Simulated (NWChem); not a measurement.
Everything below was run with NWChem. System: H₄AlP, charge 0, spin multiplicity 1, at a geometry optimised with PBE/def2-SVP. The structure started from a generated list of species. Level: B3LYP/def2-SVP, VWN1-RPA local correlation.

Job file:

```
start mol
memory heap 200 mb stack 900 mb global 1100 mb
geometry units angstroms nocenter noautoz
  Al     0.228050     1.180882     0.000000
  H      0.419886     1.944593    -1.394404
  H      0.419886     1.944593     1.394404
  P     -0.109353    -1.135246     0.000000
  H     -1.082063    -1.105984    -1.061710
  H     -1.082063    -1.105984     1.061710
  symmetry group Cs
end
basis spherical
  * library def2-svp
end
dft
  xc b3lyp
  semidirect memsize 60000000 filesize 0
  iterations 100
end
task dft energy
```

Output (cleaned and shortened):

```
             Northwest Computational Chemistry Package (NWChem) 7.3.0
             --------------------------------------------------------

                                NWChem Input Module
                                -------------------

 Scaling coordinates for geometry "geometry" by  1.889725989
 (inverse scale =  0.529177249)

 Turning off AUTOSYM since
 SYMMETRY directive was detected!

                             Geometry "geometry" -> ""
                             -------------------------

 Output coordinates in angstroms (scale by  1.889725989 to convert to a.u.)

  No.       Tag          Charge          X              Y              Z
 ---- ---------------- ---------- -------------- -------------- --------------
    1 Al                  13.0000     0.22805000     1.18088200     0.00000000
    2 H                    1.0000     0.41988600     1.94459300    -1.39440400
    3 H                    1.0000     0.41988600     1.94459300     1.39440400
    4 P                   15.0000    -0.10935300    -1.13524600     0.00000000
    5 H                    1.0000    -1.08206300    -1.10598400    -1.06171000
    6 H                    1.0000    -1.08206300    -1.10598400     1.06171000

 Effective nuclear repulsion energy (a.u.)      74.1843316899

            Nuclear Dipole moment (a.u.)
            ----------------------------
        X                 Y               Z
 ---------------- ---------------- ----------------
     0.0000018897    -0.0000113384     0.0000000000

      Symmetry information
      --------------------

 Group name             Cs
 Group number              2
 Group order               2
 No. of unique centers     4

      Symmetry unique atoms

     1    2    4    5


 Summary of "ao basis" -> "" (spherical)
 ------------------------------------------------------------------------------
       Tag                 Description            Shells   Functions and Types
 ---------------- ------------------------------  ------  ---------------------
 *                          def2-svp                  on all atoms

                                 NWChem DFT Module
                                 -----------------

 Summary of "ao basis" -> "ao basis" (spherical)
 ------------------------------------------------------------------------------
       Tag                 Description            Shells   Functions and Types
 ---------------- ------------------------------  ------  ---------------------
 Al                         def2-svp                 8       18   4s3p1d
 H                          def2-svp                 3        5   2s1p
 P                          def2-svp                 8       18   4s3p1d

 Summary of "ao basis" -> "ao basis" (spherical)
 ------------------------------------------------------------------------------
       Tag                 Description            Shells   Functions and Types
 ---------------- ------------------------------  ------  ---------------------
 Al                         def2-svp                 8       18   4s3p1d
 H                          def2-svp                 3        5   2s1p
 P                          def2-svp                 8       18   4s3p1d

      Symmetry analysis of basis
      --------------------------

        a'         36
        a"         20

            General Information
            -------------------
          SCF calculation type: DFT
          Wavefunction type:  closed shell.
          No. of atoms     :     6
          No. of electrons :    32
[...]
 d= 0,ls=0.0,diis     1   -586.0094897974 -6.60D+02  8.99D-03  1.39D-01     0.3
 d= 0,ls=0.0,diis     2   -586.0254194770 -1.59D-02  4.46D-03  2.15D-02     0.3
 d= 0,ls=0.0,diis     3   -586.0288091523 -3.39D-03  1.82D-03  6.18D-03     0.4
 d= 0,ls=0.0,diis     4   -586.0301264658 -1.32D-03  3.72D-04  2.11D-04     0.5
 d= 0,ls=0.0,diis     5   -586.0301666798 -4.02D-05  4.57D-05  3.06D-06     0.5
 d= 0,ls=0.0,diis     6   -586.0301672520 -5.72D-07  8.70D-06  1.49D-07     0.6

         Total DFT energy =     -586.030167252038
      One electron energy =     -958.893850228114
           Coulomb energy =      342.050956159786
    Exchange-Corr. energy =      -43.371604873579
 Nuclear repulsion energy =       74.184331689870

 Numeric. integr. density =       31.999986050958

     Total iterative time =      0.5s

                  Occupations of the irreducible representations
                  ----------------------------------------------

                     irrep           alpha         beta
                     --------     --------     --------
                     a'               12.0         12.0
                     a"                4.0          4.0

                       DFT Final Molecular Orbital Analysis
                       ------------------------------------

 Vector   14  Occ=2.000000D+00  E=-3.182904D-01  Symmetry=a'
              MO Center= -2.2D-03, -4.3D-01, -7.4D-15, r^2= 3.2D+00
   Bfn.  Coefficient  Atom+Function         Bfn.  Coefficient  Atom+Function
  ----- ------------  ---------------      ----- ------------  ---------------
    39      0.312145  4 P  px                36      0.298814  4 P  px
    32      0.270409  4 P  s                 31      0.242654  4 P  s
    47     -0.194476  5 H  s                 52     -0.194476  6 H  s
    33     -0.170596  4 P  px                 9     -0.169641  1 Al py
    30      0.160653  4 P  s                 48     -0.142158  5 H  s

 Vector   15  Occ=2.000000D+00  E=-3.078517D-01  Symmetry=a"
              MO Center=  3.4D-01,  1.7D+00,  1.6D-14, r^2= 2.9D+00
   Bfn.  Coefficient  Atom+Function         Bfn.  Coefficient  Atom+Function
  ----- ------------  ---------------      ----- ------------  ---------------
    19      0.323805  2 H  s                 24     -0.323805  3 H  s
    10     -0.257803  1 Al pz                20      0.215778  2 H  s
    25     -0.215778  3 H  s                 13     -0.171928  1 Al pz
     7      0.156408  1 Al pz                47     -0.066223  5 H  s
    52      0.066223  6 H  s                 15     -0.059385  1 Al d -1

 Vector   16  Occ=2.000000D+00  E=-2.563049D-01  Symmetry=a'
              MO Center= -6.9D-03, -7.5D-01, -4.2D-15, r^2= 3.1D+00
   Bfn.  Coefficient  Atom+Function         Bfn.  Coefficient  Atom+Function
  ----- ------------  ---------------      ----- ------------  ---------------
    40      0.442688  4 P  py                37      0.336647  4 P  py
    32     -0.222342  4 P  s                 31     -0.209657  4 P  s
    39     -0.198730  4 P  px                34     -0.189908  4 P  py
     9     -0.175442  1 Al py                30     -0.135732  4 P  s
    36     -0.129221  4 P  px                12     -0.119259  1 Al py

 Vector   17  Occ=0.000000D+00  E=-6.817121D-02  Symmetry=a'
              MO Center=  1.2D-01,  1.1D+00,  1.4D-15, r^2= 4.1D+00
   Bfn.  Coefficient  Atom+Function         Bfn.  Coefficient  Atom+Function
  ----- ------------  ---------------      ----- ------------  ---------------
    11      0.754131  1 Al px                 8      0.340388  1 Al px
    32     -0.256180  4 P  s                  5     -0.188184  1 Al px
    48      0.164410  5 H  s                 53      0.164410  6 H  s
    12     -0.149718  1 Al py                40      0.119117  4 P  py
    47      0.085048  5 H  s                 52      0.085048  6 H  s

 Vector   18  Occ=0.000000D+00  E= 1.481687D-02  Symmetry=a'
              MO Center= -1.5D-01,  2.2D-01,  5.1D-14, r^2= 5.4D+00
   Bfn.  Coefficient  Atom+Function         Bfn.  Coefficient  Atom+Function
  ----- ------------  ---------------      ----- ------------  ---------------
     4      1.382046  1 Al s                 32     -1.221799  4 P  s
    12     -0.657719  1 Al py                40     -0.631314  4 P  py
    48      0.464728  5 H  s                 53      0.464728  6 H  s
    20     -0.394009  2 H  s                 25     -0.394009  3 H  s
    39      0.320760  4 P  px                31     -0.318462  4 P  s

 Vector   19  Occ=0.000000D+00  E= 1.866344D-02  Symmetry=a"
              MO Center= -1.8D-01, -6.7D-01, -1.9D-14, r^2= 3.9D+00
   Bfn.  Coefficient  Atom+Function         Bfn.  Coefficient  Atom+Function
  ----- ------------  ---------------      ----- ------------  ---------------
    41      0.861902  4 P  pz                48      0.784709  5 H  s
    53     -0.784709  6 H  s                 13      0.742028  1 Al pz
    20      0.500562  2 H  s                 25     -0.500562  3 H  s
    47      0.235619  5 H  s                 52     -0.235619  6 H  s
    38      0.205699  4 P  pz                45     -0.135464  4 P  d  1

 center of mass
 --------------
 x =   0.04363618 y =  -0.04909716 z =   0.00000000

 moments of inertia (a.u.)
 ------------------
         334.897151940460         -54.303364959551           0.000000000000
         -54.303364959551          38.021916542232           0.000000000000
           0.000000000000           0.000000000000         328.700352697788

     Multipole analysis of the density
     ---------------------------------

     L   x y z        total         alpha         beta         nuclear
     -   - - -        -----         -----         ----         -------
     0   0 0 0     -0.000000    -16.000000    -16.000000     32.000000

     1   1 0 0     -0.277739     -0.138870     -0.138870      0.000002
     1   0 1 0      0.149988      0.075000      0.075000     -0.000011
     1   0 0 1      0.000000      0.000000      0.000000      0.000000

     2   2 0 0    -19.587506    -16.132015    -16.132015     12.676524
     2   1 1 0     -0.148333    -16.839499    -16.839499     33.530664
     2   1 0 1     -0.000000     -0.000000     -0.000000      0.000000
     2   0 2 0    -24.808438    -97.162193    -97.162193    169.515949
     2   0 1 1     -0.000000     -0.000000     -0.000000      0.000000
     2   0 0 2    -23.174509    -22.556102    -22.556102     21.937695

 Task  times  cpu:        0.6s     wall:        0.6s

 Total times  cpu:        0.6s     wall:        0.6s
```
